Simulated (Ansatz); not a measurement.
Consider the ligand exchange at the Si–C bond: `C#C[SiH2]CN` + `[SiH3]S` → `NC[SiH2]S[SiH3]` + acetylene.

Computed with Ansatz on PBE0-D4/def2-TZVP structures; ΔE is electronic, products minus reactants. CCSD(T)/CBS is the MP2 limit (def2-TZVPP, def2-QZVPP) plus CCSD(T) − MP2 in def2-TZVPP, frozen cores. This one scheme is used for every species. DFT in def2-TZVPP. B3LYP here is the variant with VWN-RPA as its local correlation; programs differ in this. Each species was taken in one conformer, which may not be the lowest.

`C#C[SiH2]CN`:

```xyz
12

C     0.153    2.516   -1.068
C     0.539    1.576   -0.417
Si    1.066    0.118    0.556
C    -0.392   -1.061    0.679
N    -0.877   -1.392   -0.653
H    -0.177    3.351   -1.642
H     2.219   -0.513   -0.131
H     1.479    0.576    1.909
H    -0.023   -1.972    1.165
H    -1.144   -0.628    1.358
H    -1.171   -0.557   -1.145
H    -1.674   -2.014   -0.611
```

`[SiH3]S`:

Cartesian coordinates in Å:
```
Si 0.475 0.228 0.039
S -1.649 0.136 -0.185
H 0.913 -0.350 1.335
H 0.799 1.673 -0.007
H 1.172 -0.484 -1.062
H -1.710 -1.204 -0.119
```

`NC[SiH2]S[SiH3]`:

```xyz
14

N    -0.694   -0.151   -2.307
C    -1.242   -0.330   -0.963
Si   -0.659    0.957    0.284
S     1.488    1.011    0.313
Si    1.774   -0.585    1.702
H    -0.993    0.733   -2.700
H     0.319   -0.125   -2.270
H    -2.336   -0.313   -1.017
H    -0.983   -1.332   -0.605
H    -1.161    0.697    1.664
H    -1.080    2.313   -0.159
H     3.206   -0.965    1.632
H     0.929   -1.754    1.343
H     1.432   -0.158    3.082
```

`C#C`:

```xyz
4

C     0.390    0.330    0.312
C    -0.390   -0.330   -0.312
H     1.083    0.918    0.867
H    -1.083   -0.918   -0.867
```

```json
{"level": "B3LYP-D4", "ΔE (kJ/mol)": "-26.3"}
{"level": "B3LYP", "ΔE (kJ/mol)": "-16.4"}
{"level": "HF/def2-TZVPP", "ΔE (kJ/mol)": "-12.0"}
{"level": "HF/CBS(def2)", "ΔE (kJ/mol)": "-11.3"}
```

(1) What does CCSD(T)/CBS give? (Estimate.)

Largest T1 diagnostic among the species: 0.013.

Answers

(1) Computed: -27.6 kJ/mol. The listed levels differ from it by 1.3, 11.2, 15.6, 16.3 kJ/mol.

The D4 term adds −9.9 kJ/mol with B3LYP and −5.6 kJ/mol with PBE0; it sums over pairs of atoms, weighted by their polarisabilities, and B3LYP, whose exchange is more repulsive, gets the larger term. In def2-TZVPP, CCSD(T) changes the Hartree–Fock value by −11.6 kJ/mol (the triples alone add −2.5 kJ/mol) and MP2 by −14.5 kJ/mol.
